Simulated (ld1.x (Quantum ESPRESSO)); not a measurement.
Values are calculated unless marked as measured or tabulated.
**Potentials for tungsten compared**

Generated with ld1.x 7.5 (TM, RRKJ, ultrasoft, PAW), atompaw 4.2 or ONCVPSP 4.0.1. The cutoff is in Ry: for ld1.x and atompaw files where the sum of valence levels is converged to 10 mRy in a Bessel basis, for ONCV files where the hardest occupied wave has 1 mHa per electron of residual kinetic energy. The error is the largest all-electron minus pseudo excitation energy over each file’s own four to seven test configurations (ionisations up to +4, promotions, holes and added fractions of an electron), all of which were solved. The labels leave out finer settings (local radius, basis sizes, second energies), which also bear on the numbers. Spin-polarised tests are not counted. The rows are a selection from randomly drawn settings: files with unsolved tests, undetermined cutoffs or missed reference levels are left out.

A true bound ghost makes a file unfit for plane-wave use even where its test errors are small: the radial tests pick states by their node count and pass the ghost by.

| potential | cutoff (Ry) | largest error (meV) | bound ghosts |
| --- | --- | --- | --- |
| TM, PBE, fully relativistic, rc 2.20/3.60/2.35 (spd), local s, core correction no, reference 5d5 6s1 6p0 | 30 | -94 | none |
| TM, PBE, scalar-relativistic, rc 2.75/1.40/2.35 (spd), local s, core correction yes, reference 5p6 5d4 6s2 6p0 | 90 | -641 | none |
| PAW, PW91, scalar-relativistic, rc 3.00/3.60/2.40 (spd), local smoothed, core correction yes, reference 5d4 6s2 6p0 | 18 | -186 | none |

Q: Fill in the row for W: TM semilocal, PW91, scalar-relativistic, rc 2.15/3.15/2.65 (spd), local p, core correction yes, reference 5d4 6s1 6p0.

A: cutoff 25 Ry, largest error -146 meV, bound ghosts: none.

Q: Fill in the row for W: ultrasoft, PW91, scalar-relativistic, rc 2.55/3.05/2.40 (spd), local smoothed, core correction no, reference 5d4 6s1.5 6p0.5.

A: cutoff 18 Ry, largest error +121 meV, bound ghosts: none.

Q: Fill in the row for W: TM, PBE, fully relativistic, rc 2.50/3.45/1.50 (spd), local smoothed, core correction no, reference 5d4 6s2 6p0.

A: cutoff 30 Ry, largest error +366 meV, bound ghosts: s.
